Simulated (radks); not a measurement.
Species: Cl. Configuration: [He] 2s2 2p5.75 3s2 3p5.25 (fractional occupations, a model configuration).

Calculated with a radial shooting solver on a logarithmic mesh with Libxc functionals: non-relativistic Kohn-Sham, PBE, spin-polarised, spherical densities, point nucleus; open shells are filled with parallel spins first.

Energy parts (hartree):
| part | energy |
|---|---|
| total | -458.26361 |
| kinetic | 457.70254 |
| electron-nucleus | -1088.61979 |
| Hartree | 200.38474 |
| exchange-correlation | -27.73109 |

Orbitals (lengths in bohr, moments of r in powers of bohr):
orbital,occ.,eigenvalue (hartree),<1/r>
1s up,1,-101.0634,16.55
1s down,1,-101.0402,16.55
2s up,1,-9.44239,3.304
2s down,1,-9.40444,3.301
2p up,3,-7.28160,3.220
2p down,2.75,-7.23735,3.216
3s up,1,-0.79000,0.9124
3s down,1,-0.76063,0.9089
3p up,3,-0.34341,0.7656
3p down,2.25,-0.31722,0.7574

The highest occupied level is 3p down at -8.632 eV. Summed over all electrons, <r^2> = 27.61 bohr^2, which gives a Langevin (diamagnetic) susceptibility term of -21.9 x 10^-6 cm^3/mol. The spin density at the nucleus is -0.0353 e/bohr^3 (1s -0.4337, 2s 0.3115, 3s 0.0870), a Fermi contact field of -1.85 T. The electron density at the nucleus is 3228 e/bohr^3.

Run on one thread of a shared host, so times are rough (Arm Neoverse V2): 0.08 s of CPU time, 0.08 s wall, 13 iterations on 2597 mesh points.
